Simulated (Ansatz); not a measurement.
An input meant for `Fc1cc(-c2sc(-c3sc(S)cc3F)cc2F)sc1S` with charge +1 (charge 1, doublet).

```yaml
crystal:
  periodic: [false, false, false]
  atoms:
    - {symbol: F, position_ang: [-6.021258, 1.248457, 0.134350]}
    - {symbol: C, position_ang: [-4.882495, 0.552647, 0.036195]}
    - {symbol: C, position_ang: [-3.607029, 1.149656, 0.114397]}
    - {symbol: C, position_ang: [-2.590959, 0.212892, -0.016688]}
    - {symbol: C, position_ang: [-1.171071, 0.422750, 0.010029]}
    - {symbol: S, position_ang: [-0.014951, -0.873213, -0.154193]}
    - {symbol: C, position_ang: [1.347498, 0.219169, -0.025252]}
    - {symbol: C, position_ang: [2.695994, -0.266112, -0.095373]}
    - {symbol: S, position_ang: [4.075570, 0.800373, 0.009535]}
    - {symbol: C, position_ang: [5.204725, -0.527958, -0.066562]}
    - {symbol: S, position_ang: [6.938048, -0.267710, -0.131032]}
    - {symbol: C, position_ang: [4.553479, -1.736980, -0.210385]}
    - {symbol: C, position_ang: [3.151586, -1.570528, -0.228987]}
    - {symbol: F, position_ang: [2.307276, -2.599898, -0.334855]}
    - {symbol: C, position_ang: [0.916155, 1.529114, 0.139355]}
    - {symbol: C, position_ang: [-0.485667, 1.623118, 0.158425]}
    - {symbol: F, position_ang: [-1.117363, 2.790878, 0.306412]}
    - {symbol: S, position_ang: [-3.251741, -1.396745, -0.242507]}
    - {symbol: C, position_ang: [-4.883786, -0.815640, -0.154538]}
    - {symbol: S, position_ang: [-6.259724, -1.889371, -0.294331]}
    - {symbol: H, position_ang: [-3.443989, 2.216193, 0.262732]}
    - {symbol: H, position_ang: [7.061889, 0.368135, 1.060484]}
    - {symbol: H, position_ang: [5.056459, -2.701935, -0.281672]}
    - {symbol: H, position_ang: [1.577404, 2.390964, 0.243371]}
    - {symbol: H, position_ang: [-7.156042, -0.878246, -0.238917]}
basis:
  gaussian: {orbitals: aug-cc-pVDZ, final_grid: {core_spheres: 1, valence_spheres: 1, degree: 5}}
total_charge: 1
magnetization: {spin_polarized: true, initial_magnetization: 1}
hamiltonian: {xc: {name: wB97M-V}}
scf: {omitted_lower_state_checks: [starts]}
output: {forces: true}
```

```sh
$ ansatz run in.yaml --threads 2 --pin off --events-out ev --progress --plain --max-ram 32768MiB --backend cuda --devices 0, --max-vram 18GiB
```

Output, abridged:

```
Functional definition: wB97M-V
5316 factors; integrals over basis functions are off by at most 1.0e-3 eV
1957 factors; integrals over basis functions are off by at most 6.2e-6 eV
mean field evaluation 1: about -74820.1137 eV, gradient 5.9e1 eV
mean field evaluation 2: about -74819.7926 eV, gradient 5.9e1 eV
mean field evaluation 4: about -74838.4467 eV, gradient 6.3e0 eV
mean field evaluation 8: about -74753.7554 eV, gradient 6.1e1 eV
mean field evaluation 16: about -74765.2593 eV, gradient 1.6e-1 eV
mean field evaluation 32: about -74765.2630 eV, gradient 7.5e-5 eV
mean field -74765.26296006 eV, -2747.5727360667 hartree, gradient 4.9e-5 eV, S^2 0.843503; 0 other end points of the search recorded, 0 dependent functions left out
reference -74765.26329355 eV, -2747.5727483223 hartree; 92, 91 occupied and 433, 434 virtual orbitals, 5316 factors
Total energy: -74765.26329355 eV, -2747.5727483223 hartree
Atom 0 at    -6.021258     1.248457     0.134350 Å, force     2.612538    -1.167170    -0.283912 eV/Å
Atom 1 at    -4.882495     0.552647     0.036195 Å, force     9.629706    -5.505576    -0.740737 eV/Å
Atom 2 at    -3.607029     1.149656     0.114397 Å, force    -1.921311   -11.923315    -1.692546 eV/Å
Atom 3 at    -2.590959     0.212892    -0.016688 Å, force    -1.348708     3.901334     0.522707 eV/Å
Atom 4 at    -1.171071     0.422750     0.010029 Å, force    -0.429399     5.181394     0.596636 eV/Å
Atom 5 at    -0.014951    -0.873213    -0.154193 Å, force     0.437331     8.332181     1.049132 eV/Å
Atom 6 at     1.347498     0.219169    -0.025252 Å, force     1.767104     3.573124     0.388437 eV/Å
Atom 7 at     2.695994    -0.266112    -0.095373 Å, force    -1.982148    -4.329672    -0.334543 eV/Å
Atom 8 at     4.075570     0.800373     0.009535 Å, force    -0.751334    -8.551629    -0.526438 eV/Å
Atom 9 at     5.204725    -0.527958    -0.066562 Å, force    -5.533166    -6.418010    -1.509500 eV/Å
Atom 10 at     6.938048    -0.267710    -0.131032 Å, force    -6.728810    -1.378992    -2.244163 eV/Å
Atom 11 at     4.553479    -1.736980    -0.210385 Å, force    -2.719670     9.679822     1.044930 eV/Å
Atom 12 at     3.151586    -1.570528    -0.228987 Å, force     5.817876     9.203763     1.384016 eV/Å
Atom 13 at     2.307276    -2.599898    -0.334855 Å, force     1.657947     2.607793     0.200801 eV/Å
Atom 14 at     0.916155     1.529114     0.139355 Å, force    -5.706310    -7.243453    -0.906479 eV/Å
Atom 15 at    -0.485667     1.623118     0.158425 Å, force     4.880412    -9.017900    -1.165364 eV/Å
Atom 16 at    -1.117363     2.790878     0.306412 Å, force     1.107690    -3.400266    -0.517153 eV/Å
Atom 17 at    -3.251741    -1.396745    -0.242507 Å, force    -4.029831     8.219484     1.265719 eV/Å
Atom 18 at    -4.883786    -0.815640    -0.154538 Å, force     1.484667     5.869094     0.789335 eV/Å
Atom 19 at    -6.259724    -1.889371    -0.294331 Å, force     6.893041     1.043333     0.746865 eV/Å
Atom 20 at    -3.443989     2.216193     0.262732 Å, force    -0.013348    -1.928767    -0.215902 eV/Å
Atom 21 at     7.061889     0.368135     1.060484 Å, force     0.763396     0.337311     2.405614 eV/Å
Atom 22 at     5.056459    -2.701935    -0.281672 Å, force    -1.680773     3.293676     0.308363 eV/Å
Atom 23 at     1.577404     2.390964     0.243371 Å, force    -2.511350    -3.119081    -0.388180 eV/Å
Atom 24 at    -7.156042    -0.878246    -0.238917 Å, force    -1.695549     2.741520    -0.177637 eV/Å
Dipole moment:     0.163853     0.214865     0.201090 e Å
Checks for a lower state left out: starts
```

Something in this input is off. What?

The integration grid is far too coarse. Self-consistency was reached. The result belongs to that input, not to the species as meant.
